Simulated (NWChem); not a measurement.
# ZnH2SO; SMILES [OH][Zn][SH]

```xyz
5

Zn    -0.0156    -0.3671     0.0067
O      0.0072    -2.1367    -0.0897
H     -0.0973    -2.5939     0.7505
S     -0.0494     1.8005    -0.0181
H      1.2984     1.8914     0.0539
```
Atoms are numbered in this order, from 1.

Program: NWChem. Geometry: optimised at PBE0/def2-SVP. Total energies compare along this basis series because the functional is fixed.

| level | basis functions | energy (Ha) | highest occupied level (eV) | orbital gap (eV) | dipole (D) |
|---|---|---|---|---|---|
| PBE/pcseg-1 | 73 | -2253.3224 | -6.18 | 4.41 | 1.73 |
| PBE/aug-pcseg-1 | 115 | -2253.3451 | -6.33 | 4.26 | 1.33 |
| PBE/pcseg-2 | 148 | -2253.6529 | ? | 4.37 | ? |
| PBE/def2-SVP | 73 | -2253.0860 | -5.82 | 4.27 | 1.63 |

Q: Complete the blanks.

A: 
- PBE/pcseg-2, highest occupied level (eV): -6.26
- PBE/pcseg-2, dipole (D): 1.52
